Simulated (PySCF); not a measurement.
Level of theory: ωB97X-D3(BJ)/def2-TZVP // PBE0-D3(BJ)/def2-TZVP (PySCF 2.14.0). All species are isolated molecules in the gas phase. One relaxed conformer stands for a flexible species; it need not be the lowest. Delta-SCF ions had no search for a lower state. Excitations are Tamm–Dancoff values on a coarser integration grid. The basis has no diffuse functions, so Rydberg states are missing or too high.

Reference species (SMILES): `C/C=C/S` (C–C–S–H torsion 0°) (neutral, multiplicity 1).

```
Property                                   Value
--------------------------------------  --------
vertical ionisation energy (Delta-SCF)   8.48 eV
S1 excitation (TDA)                      5.40 eV
T1 excitation (TDA)                      4.02 eV
HOMO                                    -8.52 eV
```

Changed species: `C=CCS` (C–C–C–S torsion -119°, C–C–S–H torsion 57°).

Question: Predict the effect on the vertical ionisation energy (Delta-SCF), S1 excitation (TDA), T1 excitation (TDA) and HOMO.

Answer: the vertical ionisation energy (Delta-SCF) goes up by 0.84 eV, to 9.32 eV; the S1 excitation (TDA) rises by 0.27 eV, to 5.67 eV; the T1 excitation (TDA) rises by 0.51 eV, to 4.53 eV; the HOMO falls by 0.78 eV, to -9.30 eV.
